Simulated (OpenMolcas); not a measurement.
## Co2+: effect of the basis set

```yaml
Program: OpenMolcas 26.06
Method: "SS-CASPT2, IPEA 0.25 Eh, imaginary shift 0.1 Eh (closed shells correlated: 3s 3p)"
Active_space: 7 electrons in 5 orbitals (3d)
State_averaging: 2S+1 = 4 even, 10 roots; 2S+1 = 2 even, 40 roots
Spin-orbit_coupling: state interaction with AMFI integrals over the reference wave functions, term energies averaged over their components
```

A. ANO-RCC-VDZP [5s4p2d1f], DKH2, point nucleus; CASPT2 step of the order of 5 core-seconds
B. ANO-L-VTZP [6s5p3d2f1g], non-relativistic, point nucleus; CASPT2 step about 6 core-seconds
C. ANO-RCC-VTZP [6s5p3d2f1g], DKH2, point nucleus; CASPT2 step of the order of 7 core-seconds
D. ANO-R2 [7s5p4d2f1g], X2C, finite nucleus; CASPT2 step roughly 12 core-seconds
E. ANO-RCC-VQZP [7s6p4d3f2g1h], DKH2, point nucleus; CASPT2 step roughly 23 core-seconds
F. ANO-R3 [8s5p5d3f2g1h], X2C, finite nucleus; CASPT2 step roughly 16 core-seconds

Energies in cm-1 above 3d7 4F 9/2, the measured ground level; measured values from Sugar and Corliss, J. Phys. Chem. Ref. Data 10, 1097 (1981).

```csv
Level,A,B,C,D,E,F,Measured
3d7 4F 9/2,0.0,0.0,0.0,0.0,0.0,0.0,0.0
3d7 4F 7/2,859,849,857,833,826,836,841
3d7 4F 5/2,1488,1471,1483,1443,1431,1447,1451
3d7 4F 3/2,1918,1896,1911,1860,1845,1865,1867
3d7 4P 5/2,16480,15980,15530,15610,15510,15760,15202
3d7 4P 3/2,16780,16280,15820,15910,15800,16050,15428
3d7 2G 9/2,16930,16800,16370,16500,16190,16390,16978
3d7 4P 1/2,17170,16670,16220,16290,16180,16440,15811
3d7 2G 7/2,17740,17610,17190,17290,16970,17180,17766
3d7 2P 3/2 [70 %],22340,22030,21380,21570,21260,21470,20195
3d7 2H 11/2,22930,22650,22100,22280,21950,22120,22720
3d7 2D 5/2(1),23330,23270,22780,22850,22640,22750,23059
3d7 2P 1/2,23480,23060,22390,22580,22220,22470,
3d7 2H 9/2,23650,23370,22820,22980,22650,22830,23434
3d7 2D 3/2(1) [72 %],24880,24710,24190,24250,24000,24160,24237
3d7 2F 5/2,38770,37660,36840,37070,36870,36910,37021
3d7 2F 7/2,39140,38020,37200,37420,37210,37270,37316
3d7 2D 3/2(2),60420,59300,58200,58430,58350,58190,
3d7 2D 5/2(2),60840,59700,58620,58830,58750,58590,
```

Deviations, from unrounded energies. A percentage is the sum of absolute deviations over the sum of measured energies, with the sign that they share, or ± where signs differ.

```json
{"Against measurement": "mean absolute deviation (cm-1)", "Levels": "15", "A": "750", "B": "460", "C": "360", "D": "330", "E": "420", "F": "400"}
{"Against measurement": "fine structure of the ground term (%)", "Levels": "3", "A": "+2.5", "B": "+1.4", "C": "+2.2", "D": "-0.5", "E": "-1.4", "F": "-0.3"}
{"Against measurement": "other terms of the ground configuration (%)", "Levels": "12", "A": "±4.1", "B": "±2.5", "C": "±2.0", "D": "±1.8", "E": "±2.3", "F": "±2.2"}
```

D lies closest to measurement on these levels and A furthest from it. The largest miss of D in the table is 3d7 2P 3/2 [70 %], by +1400 cm-1. The ranking rests on the paired levels alone, and a cruder setting can come out closer through cancelling errors.

The two smallest mean deviations differ by little beside CASPT2's spread within terms, so their order carries little weight.

Among A to F the level of the table that moves most is 3d7 2D 5/2(2), by 2200 cm-1 (lowest in F, highest in A). Moves below CASPT2's spread within the term are not significant.

CASPT2 breaks the degeneracy within a term, and the mean is taken; among the terms shown or strongly mixed into the levels shown the widest spread is 1300 cm-1 (3d7 2H, E). Some levels mix across a computed gap that differs much from the measured one, so their mixing is not that of the real levels. The CASPT2 spread within a term exceeds the gap to the next term for 3d7 2P and 3d7 2H, 3d7 2H and 3d7 2D(1), so the order of their levels is uncertain. Measured partners are found by configuration, term and J. A level has none where our copy of the source lacks it or the pairing is in doubt (some pairs that miss far off the trend of their configuration count as doubtful), and it then counts in no deviation. Levels of configurations outside the active space are missing.

A share in square brackets marks a mixed level and gives the weight of the term that names it, the lowest over the columns. A number in round brackets counts repeated terms of one configuration in the order of the reference energies.
